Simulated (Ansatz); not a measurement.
System: sum formula SiOBr, net charge -1, singlet state. 
Geometry from a B3LYP-D3(BJ)/def2-TZVP (Ansatz, a quantum-chemistry and plane-wave program) optimisation:
```
Si
O 1 1.5399
Br 1 2.6357 2 109.89
```
Charge -1, spin multiplicity 1.

Basis-set convergence of Hartree-Fock and MP2 correlation energies (hartree) with Ansatz. Valence correlation only, unless marked. No spin-orbit coupling. The frozen core is the preceding noble-gas configuration, with the filled d and f shells of earlier blocks. No relativistic terms. This anion needs diffuse functions, which these sets lack.

| basis | functions | E(HF) | E(corr, MP2) |
|---|---|---|---|
| def2-SVP | 64 | -2935.82672 | -0.39500 |
| def2-TZVPP | 121 | -2936.35637 | -0.51268 |
| def2-QZVPP | 216 | ? | ? |

Q: Some entries are withheld; supply them.

A: 
- def2-QZVPP, E(HF): -2936.42026
- def2-QZVPP, E(corr, MP2): -0.56034
